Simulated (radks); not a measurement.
Results of a calculation; reference values are marked as such.
Spin polarisation of the 4f8 shell in the terbium ion Tb3+. Start: [Xe] 4f(up 4, down 4); electrons of 4f are moved from spin down to spin up, other shells keep equal spins. Code: a radial shooting solver on a logarithmic mesh with Libxc functionals. Model: non-relativistic Kohn-Sham, r2SCAN, spin-polarised, spherical densities, point nucleus; meta-GGA in the generalised Kohn-Sham scheme.

moment (Bohr magnetons)  E - E(0) (eV)  e(4f up) (eV)  e(4f down) (eV)  5p down minus up (eV)  5s down minus up (eV)
0                                0.000        -38.263          -38.263                  0.000                  0.000
1                               -0.276        -38.796          -37.693                  0.333                  0.434
2                               -1.103        -39.290          -37.084                  0.667                  0.870
3                               -2.482        -39.745          -36.436                  1.004                  1.308
4                               -4.412        -40.161          -35.749                  1.344                  1.749
5                               -6.893        -40.536          -35.022                  1.688                  2.195
6                               -9.926        -40.869          -34.253                  2.039                  2.647

At moment 6 the spin-polarisation energy is -9.926 eV and the 4f exchange splitting 6.617 eV, that is 1.103 eV per Bohr magneton; E = -I m^2/4 would give I = 1.103 eV.
